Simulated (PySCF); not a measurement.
## Bond curve of ICl⁺

Set-up: PySCF, scalar-relativistic core potentials, basis sets I def2-TZVPP with ECP28, Cl def2-TZVPP. Energies in eV from I⁺ + Cl in their ground configurations at the same level. State: ²Π (doublet), unpaired electrons π ↑.

```csv
R (Å),UHF
1.920,0.8073
2.010,-0.1399
2.099,-0.6362
2.166,-0.8009
2.233,-0.8393
2.300,-0.7870
2.389,-0.6264
2.501,-0.3980
2.635,-0.2198
2.814,-0.0895
```

⟨S²⟩ of the unrestricted solution departs from its pure value on part of the curve, where spin states mix. These are scalar-relativistic numbers at best; spin–orbit coupling would shift them, the dissociation energy most. For an ion De counts to the pair picked by the measured ionisation energies or electron affinities, which need not be the lowest pair at this level. Hartree–Fock leaves out correlation, which carries a large part of most bond energies and some tenths to 1 eV of ionisation energies. The state was picked by a PBE0 search and need not be the measured ground state.
